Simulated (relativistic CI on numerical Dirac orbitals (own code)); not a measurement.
# One change at a time: Ca I

Base calculation: Dirac-Coulomb-Breit CI, separate exchange-only KLI orbitals for each configuration, model QED (radiative potential, 1s self-energy scaled to tabulated hydrogen-like ionisation energies), valence Slater integrals scaled by 0.85, P86 correlation energy added to each configuration.

Configurations in the expansion (outside the closed core [Ar]): 4s2, 4s 4p, 4s 3d, 4s 5s, 3d 4p, 4s 5p, 4s 4d, 4p2, 3d2, 4s 6s, 4s 4f, 4s 6p, 4s 5d, 3d 4d, 4s 5f, 4s 5g. Levels of other configurations are missing.

Variants: (1) valence Slater integrals scaled by 0.75; (2) no correlation estimate; (3) Breit term removed. Shifts of the energy above 4s2 1S_0, in cm⁻¹, for the lowest level and the first level of each name with at least 55 % of one term (blank where a level changes its place among those of its configuration and J or its character, or is not in the variant):

| Level | Base | Δ(1) | Δ(2) | Δ(3) | Measured |
| --- | --- | --- | --- | --- | --- |
| 4s2 1S_0 | 0.0 | 0.0 | 0.0 | 0.0 | 0.0 |
| 4s 4p 3P°_0 | 13576.3 | -178.0 | -694.4 | -3.0 | 15157.9 |
| 4s 4p 3P°_1 | 13622.7 | -180.1 | -694.5 | -1.1 | 15210.1 |
| 4s 4p 3P°_2 | 13716.4 | -184.4 | -694.7 | +2.3 | 15315.9 |
| 4s 3d 3D_3 | 21783.6 | -533.4 | +1046.5 | +48.9 | 20371.0 |
| 4s 3d 3D_2 | 21784.3 | -533.8 | +1048.0 | +41.4 | 20349.3 |
| 4s 3d 3D_1 | 21784.9 | -534.0 | +1049.1 | +36.3 | 20335.4 |
| 4s 4p 1P°_1 | 23060.2 | -1030.1 | -614.5 | +12.2 | 23652.3 |
| 4s 3d 1D_2 | 23133.7 | -345.5 | +638.1 | +40.2 | 21849.6 |
| 4s 5s 3S_1 | 31772.7 | -629.9 | -2926.7 | +2.8 | 31539.5 |
| 4s 5s 1S_0 | 33484.5 | -825.6 | -2908.8 | +2.9 | 33317.3 |
| 3d 4p 1D°_2 | 36175.3 | -373.9 | +631.0 | +51.5 | 35835.4 |
| 3d 4p 3F°_2 | 36284.7 | -385.5 | +589.4 | +49.8 | 35730.5 |
| 3d 4p 3F°_3 | 36310.0 | -387.0 | +571.3 | +53.1 | 35818.7 |
| 3d 4p 3F°_4 | 36360.3 | -387.7 | +568.4 | +62.3 | 35896.9 |
| 4s 5p 3P°_0 | 36910.5 | -635.5 | -3402.0 | +5.1 | 36547.7 |
| 4s 5p 3P°_1 | 36917.6 | -635.1 | -3401.5 | +5.5 | 36554.7 |
| 4s 5p 3P°_2 | 36932.8 | -634.0 | -3400.6 | +6.1 | 36575.1 |
| 4s 4d 1D_2 | 37050.5 | -592.2 | -2987.6 | +4.1 | 37298.3 |
| 4p2 3P_0 | 37142.8 | -121.3 | -990.2 | +7.7 | 38417.5 |
| 4p2 3P_1 | 37186.2 | -121.1 | -989.5 | +9.5 | 38464.8 |
| 4p2 3P_2 | 37271.0 | -122.1 | -988.6 | +13.0 | 38551.6 |

Correlation outside the listed configurations is missing or only estimated: errors of thousands of cm⁻¹ between configurations and terms are usual at this charge. Rates and lifetimes follow the computed energies and can be off by large factors. The fine structure of a lone outer electron comes out too small, for d and f at times inverted, and misplaced configurations move strength between like terms. 28 of the 28 excited levels that our extract of the measured tables holds in this range could be paired (the sources list more); they are missed by 803 cm⁻¹ on average and 1600 at most, and levels without a partner can miss by more.

Measured levels: NIST Handbook of Basic Atomic Spectroscopic Data (Sansonetti and Martin, J. Phys. Chem. Ref. Data 34, 1559 (2005)).

Ionisation energy from the two ground configurations alone: base 5.85 eV; no correlation estimate 5.137 eV. The NIST ASD value (measured) is 6.11316 eV. The gap of more than 2 % comes from missing correlation.

LS names give the leading component of a level, which can be under half, so a name can repeat, a term be missing and a line seem to break the LS rules.
